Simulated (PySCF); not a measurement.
C₂H₅F, SMILES CCF. Heavy atoms are numbered as in [CH3:1][CH2:2][F:3]. Hydrogens are named by the atom that carries them.

Coordinates come from a PBE-D3(BJ)/def2-TZVP optimisation.

Computed with HF/pcSseg-2 run with PySCF.

GIAO shieldings, no solvent; atoms alike by connectivity are averaged. δ = σ(ref) − σ: ¹³C against TMS (σ = 193.3 ppm); ¹⁹F against CFCl3 (σ = 237.3 ppm); ¹H against TMS (σ = 31.98 ppm), references at their B3LYP-D3(BJ)/def2-TZVP geometries, non-relativistic.

```
nucleus     atoms  count  δ (ppm)
-------  --------  -----  -------
¹³C      C2 (CH2)      1     80.6
¹³C      C1 (CH3)      1     20.3
¹⁹F            F3      1   -194.7
¹H        H on C2      2     4.54
¹H        H on C1      3     1.63
```
